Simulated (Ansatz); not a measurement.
Ansatz (a first-principles code) input:
A basis named .json is the Basis Set Exchange file of that set.

Ansatz 0.2 input:
```yaml
crystal:
  periodic: [false, false, false]
  atoms:
    - {symbol: Al, position_ang: [-0.00000000, -0.00000000, -0.58860116]}
    - {symbol: O, position_ang: [-0.00000000, -0.00000000, -2.18527441]}
    - {symbol: Cl, position_ang: [0.00000000, 0.00000000, 1.47847120]}
basis:
  gaussian:
    orbitals: aug-cc-pV_T+d_Z.json
    fitting: {mean_field: def2-universal-jkfit, correlation: aug-cc-pVTZ-RIFIT.json}
total_charge: 1
magnetization: {spin_polarized: true, initial_magnetization: 1}
correlation: {method: mp2, electrons: outside_noble_gas}
```

Predict the final energy.

-776.51345 Eh (RI-MP2/aug-cc-pV(T+d)Z). The basis has 156 functions.

This state (charge 1, doublet) is run at the relaxed geometry of the species with charge 0 and multiplicity 1.
